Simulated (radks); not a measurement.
Values are calculated unless marked as measured or tabulated.
The lutetium ion Lu+, configuration [Xe] 4f14 6p2 (not the ground configuration). Level of theory: scalar-relativistic Kohn-Sham, SCAN, spin-polarised, spherical densities, finite nucleus; open shells are filled with parallel spins first (spin-orbit coupling, left out, can overturn this in heavy ions); meta-GGA in the generalised Kohn-Sham scheme; Fermi nuclear charge, rms radius 5.37 fm (a radial shooting solver on a logarithmic mesh with Libxc functionals).

Local quantities along the radius. ELF = 1/(1 + alpha^2) is the electron localisation function; alpha = (tau - tau_W)/tau_unif compares the Pauli kinetic energy density with that of the uniform gas (summed over spins). tau is taken from the large components.

```
   r/bohr * ELF (the largest magnitude, 0.999, reaches the edge; | marks zero)
0.0009641 |                                                      *
 0.001122 |                                                      *
 0.001317 |                                                      *
 0.001533 |                                                      *
 0.001799 |                                                      *
 0.002095 |                                                      *
 0.002458 |                                                      *
 0.002862 |                                                      *
 0.003332 |                                                      *
  0.00391 |                                                      *
 0.004552 |                                                      *
 0.005341 |                                                      *
 0.006218 |                                                      *
 0.007297 |                                                      *
 0.008495 |                                                     *
 0.009969 |                                                     *
  0.01161 |                                                   *
  0.01351 |                                                 *
  0.01586 |                                           *
  0.01846 |                                  *
  0.02166 |                        *
  0.02522 |                   *
  0.02959 |                 *
  0.03445 |                     *
  0.04043 |                             *
  0.04706 |                                    *
  0.05479 |                                        *
   0.0643 |                                       *
  0.07485 |                                  *
  0.08784 |                        *
   0.1023 |                  *
     0.12 |                    *
   0.1397 |                             *
   0.1639 |                                     *
   0.1908 |                                       *
   0.2222 |                                 *
   0.2607 |                   *
   0.3035 |             *
   0.3562 |                     *
   0.4147 |                                  *
   0.4866 |                                      *
   0.5665 |                                    *
   0.6648 |                            *
   0.7739 |                    *
    0.901 |                  *
    1.057 |                       *
    1.231 |                             *
    1.444 |                               *
    1.682 |                          *
    1.973 |             *
    2.297 |   *
    2.696 |  *
    3.138 |               *
    3.654 |                                *
    4.288 |                                    *
    4.991 |                                 *
    5.858 |                        *
    6.819 |           *
    8.002 |  *
    9.316 *
    10.93 *
```

On this mesh the ELF has minima near r = 0.030, 0.10, 0.30, 0.90, 2.7 bohr, which separate the shells, and maxima near 0.055 (0.74), 0.19 (0.73), 0.49 (0.71), 1.4 (0.58), 4.3 (0.67).

Self-consistent cycle (total energy in hartree, residual of the potential): 1: -14549.77200, 1e+01; 2: -14560.72016, 4e+00; 3: -14562.72621, 2e+00; 4: -14562.64419, 2e+00; 5: -14563.11161, 4e-01; 6: -14563.13780, 5e-02; 7: -14563.13989, 2e-02; 8: -14563.14039, 3e-03; 9: -14563.14040, 2e-03; 10: -14563.14036, 5e-04; 11: -14563.14037, 2e-04; 12: -14563.14037, 8e-05; 13: -14563.14037, 3e-05; 14: -14563.14037, 2e-05; 15: -14563.14037, 9e-06; 16: -14563.14037, 4e-06.
